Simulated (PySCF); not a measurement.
## A small calculation by hand: oscillator strength and radiative lifetime

C2H9NSi3, SMILES [SiH2]1CC(=N[SiH2]1)[SiH3].

Geometry optimised at PBE0-D3(BJ)/def2-SVP. This is a generated structure with no PubChem entry under its InChIKey; it may be hypothetical. One conformer was computed; it need not be the lowest.

TDA-ωB97X/def2-SVPD (PySCF) puts the first singlet state with f over 0.02 at 5.98 eV (vertical), with the transition dipole (-0.679, 0.018, 0.069) in atomic units.

Find the oscillator strength, the wavelength and the radiative lifetime that this transition would have in vacuum if emission retraced absorption.


|μ|² = 0.4661 au, so |μ| = 1.74 D. ΔE = 5.98/27.211 = 0.2198 hartree. f = (2/3) ΔE |μ|² = 0.068 (the program prints 0.068).
λ = 1239.84/5.98 = 207 nm; ν = 48232 cm⁻¹.
Einstein's coefficient A = 0.6670 ν² f s⁻¹ (ν in cm⁻¹) = 1.1e8 s⁻¹, so τ = 1/A = 9.4 ns. This state is S2; the lower singlet has f = 0.003. The figure is the radiative limit of this one transition; relaxation, internal conversion, crossing to triplets and a medium change what is measured.
